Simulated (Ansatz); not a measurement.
The same path of GeH4O + H2 (8 atoms, charge 0, multiplicity 1) was run 3 times with different band settings. Lost on the way: Ge1–O2, H6–H7. Made: Ge1–H7, O2–H6.

Computed with Ansatz, RKS PBE0-D4/def2-SVP.

Relaxed end points:

```xyz
8
Properties=species:S:1:pos:R:3
Ge -0.288 0.374 -1.187
O 0.751 -0.354 0.072
H -0.120 1.884 -0.990
H -1.755 -0.061 -0.988
H 0.197 -0.063 -2.586
H 0.326 -0.212 2.437
H 0.156 -0.253 3.181
H 0.734 -1.317 0.061
```

```xyz
8
Properties=species:S:1:pos:R:3
Ge -0.426 0.940 -0.577
O 0.388 -1.799 0.825
H -0.759 2.308 -1.206
H -1.685 0.069 -0.558
H 0.685 0.284 -1.412
H 0.453 -1.292 1.641
H 0.081 1.192 0.854
H 1.263 -1.702 0.433
```

Common settings: climbing image yes; spring 5.0 eV/Å²; optimiser quadratic models (default); start path through a guess of the saddle point; iteration limit 60; end points relaxed.

| run | movable images | force threshold |
| --- | --- | --- |
| 1 | 7 | 0.03 eV/Å |
| 2 | 7 | 0.2 eV/Å |
| 3 | 2 | 0.03 eV/Å |

(1) What does each run give, and how far can it be trusted?

Answers

(1) Run 1: converged after 22 iterations, highest image 1.788 eV above the first end. Beside the main top the profile has a ripple of under 15 meV (maxima at images 2, 5), which may be a very shallow well or noise. Neighbouring images differ by up to 1.4 eV, so the band resolves the path poorly. A vibrational analysis at the climbing image gives one clearly imaginary mode, 1343i cm⁻¹: a first-order saddle point.
Run 2: converged after 17 iterations, highest image 1.795 eV above the first end. The threshold of 0.2 eV/Å is loose, so the images may lie well off the minimum-energy path. Beside the main top the profile has a ripple of under 15 meV (maxima at images 2, 5), which may be a very shallow well or noise. Neighbouring images differ by up to 1.4 eV, so the band resolves the path poorly. The order of the stationary point at the top wasn't checked.
Run 3: converged after 38 iterations, highest image 1.788 eV above the first end. Neighbouring images differ by up to 1.8 eV, so the band resolves the path poorly. Another band between the same ends (7 images) ends at a top of the same energy, where a vibrational analysis finds 1 clearly imaginary mode. So few images can step over the top or miss a turn of the path.
The orbitals stay closed-shell, which can raise the energy where a bond breaks towards radicals; this wasn't checked here.
